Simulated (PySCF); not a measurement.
**Bond curve of SnI**

Set-up: PySCF, scalar-relativistic core potentials, basis sets Sn cc-pVTZ-PP with ECP28, I cc-pVTZ-PP with ECP28. Energies in eV from Sn + I in their ground configurations at the same level. State: ²Π (doublet), unpaired electrons π ↑.

```csv
R (Å),PBE0
2.348,-2.062
2.457,-2.635
2.566,-2.939
2.648,-3.043
2.730,-3.070
2.812,-3.038
2.921,-2.933
3.058,-2.736
3.221,-2.447
3.440,-2.035
```

Q: Put a parabola through the three lowest points of the PBE0 curve and estimate Re, k and ωe (reduced mass 61.65 u; 1 eV/Å² = 0.16022 mdyn/Å; ωe = 1302.8·√(k/μ) cm⁻¹).

A: Through R = 2.648, 2.73, 2.812 Å the second-order coefficient is 4.39 eV/Å², so Re ≈ 2.727 Å, k ≈ 1.41 mdyn/Å and ωe ≈ 197 cm⁻¹. A polynomial fit of higher order to the unrounded PBE0 energies gives Re = 2.723 Å, k = 1.40 mdyn/Å, ωe = 197 cm⁻¹; anharmonicity and rounding make the difference.

The higher-order fit for each curve: PBE0: Re = 2.723 Å, ωe = 197 cm⁻¹, De = 3.07 eV.

Spin–orbit coupling is left out, which matters for elements this heavy, above all for dissociation energies. The state was picked by a PBE0 search and need not be the measured ground state.
